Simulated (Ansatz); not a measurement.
Frontier orbitals of `[F][Zn][SH]`.

The species carries charge 0 and has multiplicity 1. Correlated methods include outer-core shells of Zn, which these sets cover unevenly. Scalar relativity is left out up to krypton. The geometry is a stationary point of PBE0-D4/def2-TZVP. It is one conformer, not always the lowest. Basis def2-TZVPP, the Gaussian-basis code of Ansatz.

Orbital energies of one run (eV). Highest occupied ones, from the top: -8.89, -10.47, -12.27, -12.33, -12.93, -13.06, -18.32, -18.39, -18.39, -18.46, -18.50, -22.61, -34.27, -95.76. Empty: -0.65, 0.14, 0.56, 1.37, 2.92, 4.20.

Question: Which functional gave them?
A. B3LYP
B. BLYP
C. r2SCAN
D. BHLYP

Answer: D. HOMO energies: BHLYP -8.89, B3LYP -7.59, r2SCAN -6.88, BLYP -6.45 eV.

B3LYP here is the variant with VWN-RPA as its local correlation; programs differ in this.
